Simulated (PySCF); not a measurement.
Compound: AsSb3SSeSe nortricyclane, AsSSb3Se2.
Cartesian coordinates in Å at the PBE0-D3(BJ)/def2-SVP level; atoms count from 1:
```
atom  x, y, z in Å
As1    1.7844    0.3247    0.6969
S2     0.9889    1.8228   -0.7464
Sb3   -1.2454    1.1584   -1.4580
Sb4   -2.0666   -0.2229    0.9119
Se5    0.0359    0.1966    2.2861
Sb6   -0.9147   -1.6804   -1.2668
Se7    1.5094   -1.7011   -0.4921
```

Method used: PySCF 2.14.0, density-fitted response routines, TDDFT wB97X-D/def2-SVPD, vertical, gas phase, core orbitals frozen in the response, def2 core potentials past Kr. Spin–orbit coupling is left out.

Ground-to-excited transition dipoles (e·a0, same axes as the geometry; the sign carries no meaning), for the states with f of 0.002 or more among the lowest 9:

```json
{"state": "S5", "E (eV)": "3.888", "μx": "-0.272", "μy": "-0.107", "μz": "-0.074"}
{"state": "S7", "E (eV)": "3.912", "μx": "-0.182", "μy": "0.010", "μz": "-0.098"}
{"state": "S9", "E (eV)": "4.188", "μx": "0.060", "μy": "-0.107", "μz": "0.095"}
```

**Question.** Work out the oscillator strengths.

**Answer.** f = (2/3) ΔE |μ|² with ΔE in hartree (27.2114 eV).

```csv
state,|μ|² (au),|μ| (D),f
S5,0.091,0.77,0.009
S7,0.043,0.53,0.004
S9,0.024,0.39,0.002
```

**Question.** What is the point group, and which symmetry does each of these states have?

**Answer.** Cs. The ground state is totally symmetric, so the direction of μ fixes the label. Polarised in the mirror plane, so A′: S5, S7 and S9.

**Question.** How is the summed strength of these states shared among x, y and z?

**Answer.** (2/3) Σ ΔE μα² gives 0.011 for x, 0.002 for y and 0.002 for z, 0.015 in all.

**Question.** What peak molar absorption coefficient would the strongest computed level give as a lone Gaussian band 0.3 eV wide at half height?

**Answer.** ε(max) = 2.175×10⁸ f / FWHM, with the width in cm⁻¹. S5: 2.175×10⁸ × 0.0087 / 2420 ≈ 780 L mol⁻¹ cm⁻¹.

All these states lie below the vertical ionisation energy of 8.05 eV (ΔSCF).

Time: 19 min (with the writing of density and orbital grids); peak memory 1.6 GiB. Hardware: one thread, Intel Xeon at 2.50 GHz (x86_64) (shared host).

One conformer stands for the species.
